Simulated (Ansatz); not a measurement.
Reaction: BN2H4Cl (SMILES B(N)(Cl)N) → BN2H4 (SMILES N[B]N, doublet) + Cl (doublet) (the B-Cl bond breaks)
Each species at its own B3LYP-D3(BJ)/def2-TZVP minimum (Ansatz, a quantum-chemistry and plane-wave program), one conformer.

Total energies in hartree (Ansatz). UHF or UKS for unpaired electrons; spin-orbit terms are left out. Correlated methods leave the cores frozen. No relativity.

| species | HF/cc-pV(T+d)Z | CCSD(T)/cc-pV(T+d)Z | HF/cc-pV(Q+d)Z | CCSD(T)/cc-pV(Q+d)Z | CCSD(T)/cc-pV(D+d)Z | CCSDT(Q)/cc-pV(D+d)Z |
|---|---|---|---|---|---|---|
| 1: BN2H4Cl (SMILES NB(N)Cl) | -595.62910 | -596.40705 | -595.64321 | -596.47457 | -596.18260 | -596.18468 |
| 2: BN2H4 (SMILES N[B]N, doublet) | -135.99060 | -136.53718 | -136.00141 | -136.58033 | -136.38862 | -136.39031 |
| 3: Cl (doublet) | -459.48556 | -459.67356 | -459.48916 | -459.69449 | -459.60403 | -459.60445 |

Question: Work out the bond dissociation energy (electronic) in kcal/mol: take Hartree-Fock from cc-pV(Q+d)Z, extrapolate the CCSD(T) correlation energy as X^-3 (X = 3, 4), and add CCSDT(Q) - CCSD(T) in cc-pV(D+d)Z. 1 hartree = 627.51 kcal/mol.

Answer: 
Species 1: correlation (64·(-0.83136) - 27·(-0.77795))/37 = -0.87033; step -0.00208; E1 = -595.64321 + (-0.87033) + (-0.00208) = -596.51562
Species 2: correlation (64·(-0.57892) - 27·(-0.54658))/37 = -0.60252; step -0.00169; E2 = -136.00141 + (-0.60252) + (-0.00169) = -136.60562
Species 3: correlation (64·(-0.20533) - 27·(-0.18800))/37 = -0.21798; step -0.00042; E3 = -459.48916 + (-0.21798) + (-0.00042) = -459.70756
-1·E1 +1·E2 +1·E3 = 0.20244 hartree = 127.0 kcal/mol.
